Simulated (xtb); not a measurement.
C₆H₇, doublet, geometry from GFN2-xTB, atoms displaced at random by about 0.1 Å a coordinate. Base run: xtb with GFN1-xTB.

Here is a job for xtb.
```
$ xtb mol.xyz --gfn 1 --uhf 1 --opt --json

# file mol.xyz
13

C      0.08006088    -1.37889687    -0.22043258
C      1.19311202    -1.02689013    -0.13293093
C      1.47877085     0.56723927    -0.28870221
C      0.27186770     1.27260578    -0.04332682
C     -0.90897500     0.79284780     0.44282967
C     -1.28136422    -0.66562826    -0.10890306
H      1.92238409    -1.61641079    -0.39369272
H      2.24238709     0.89874736    -0.58897251
H      0.39403270     2.39606053     0.25786434
H     -1.79740633     1.35728923     0.41129948
H     -0.94773180     0.57789213     1.55956156
H     -1.64889343    -0.52667891    -1.10716419
H     -1.90902002    -1.37213085     0.42561920
```

Each row names what was changed in the base input (with any setting that the change needs).

```json
[
 {"change": "base", "ΔE vs base (kcal/mol)": "0.000", "optimiser steps": "13"},
 {"change": "opt level = tight", "ΔE vs base (kcal/mol)": "-0.002", "optimiser steps": "15"},
 {"change": "alpb = acetone", "ΔE vs base (kcal/mol)": "-4.03", "optimiser steps": "14"},
 {"change": "alpb = hexane", "ΔE vs base (kcal/mol)": "-3.77", "optimiser steps": "14"},
 {"change": "opt level = lax", "ΔE vs base (kcal/mol)": "0.009", "optimiser steps": "10"},
 {"change": "opt level = sloppy", "ΔE vs base (kcal/mol)": "0.078", "optimiser steps": "7"},
 {"change": "engine = inertial", "ΔE vs base (kcal/mol)": "0.088", "optimiser steps": "-"},
 {"change": "opt level = loose", "ΔE vs base (kcal/mol)": "0.016", "optimiser steps": "9"},
 {"change": "opt level = crude", "ΔE vs base (kcal/mol)": "0.078", "optimiser steps": "7"},
 {"change": "engine = lbfgs", "ΔE vs base (kcal/mol)": "-0.001", "optimiser steps": "-"}
]
```
